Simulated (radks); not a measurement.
Species: Au22+. Configuration: [Kr] 4d10 4f11. All-electron calculation, Dirac Kohn-Sham, PBEsol, spin-unpolarised, spherical densities, finite nucleus; open shells fill j = l - 1/2 first; Fermi nuclear charge, rms radius 5.4371 fm. Program: a radial shooting solver on a logarithmic mesh with Libxc functionals.

Unscreened Slater integrals over Kohn-Sham orbitals (hartree). Large and small components are both included.

integral,value
"F0(4f7/2,4f7/2)",2.0269
"F2(4f7/2,4f7/2)",1.0425
"F4(4f7/2,4f7/2)",0.67233
"F6(4f7/2,4f7/2)",0.48929
"F0(4f7/2,4f5/2)",2.0371
"F2(4f7/2,4f5/2)",1.0466
"F4(4f7/2,4f5/2)",0.67475
"G2(4f7/2,4f5/2)",1.0406
"G4(4f7/2,4f5/2)",0.67106
"G6(4f7/2,4f5/2)",0.48835
"F0(4f7/2,4d5/2)",2.0100
"F2(4f7/2,4d5/2)",1.0045
"F4(4f7/2,4d5/2)",0.65220
"G1(4f7/2,4d5/2)",1.1178
"G3(4f7/2,4d5/2)",0.73820
"G5(4f7/2,4d5/2)",0.53260
"F0(4f7/2,4d3/2)",2.0325
"F2(4f7/2,4d3/2)",1.0176
"G3(4f7/2,4d3/2)",0.75034
"G5(4f7/2,4d3/2)",0.54045
"F0(4f5/2,4f5/2)",2.0474
"F2(4f5/2,4f5/2)",1.0510
"F4(4f5/2,4f5/2)",0.67736
"F0(4f5/2,4d5/2)",2.0196
"F2(4f5/2,4d5/2)",1.0063
"F4(4f5/2,4d5/2)",0.65253
"G1(4f5/2,4d5/2)",1.1131
"G3(4f5/2,4d5/2)",0.73544
"G5(4f5/2,4d5/2)",0.53069
"F0(4f5/2,4d3/2)",2.0424
"F2(4f5/2,4d3/2)",1.0199
"G1(4f5/2,4d3/2)",1.1438
"G3(4f5/2,4d3/2)",0.75271
"F0(4d5/2,4d5/2)",2.0181
"F2(4d5/2,4d5/2)",1.0309
"F4(4d5/2,4d5/2)",0.69545
"F0(4d5/2,4d3/2)",2.0398
"F2(4d5/2,4d3/2)",1.0399
"G2(4d5/2,4d3/2)",1.0353
"G4(4d5/2,4d3/2)",0.69859
"F0(4d3/2,4d3/2)",2.0625
"F2(4d3/2,4d3/2)",1.0505
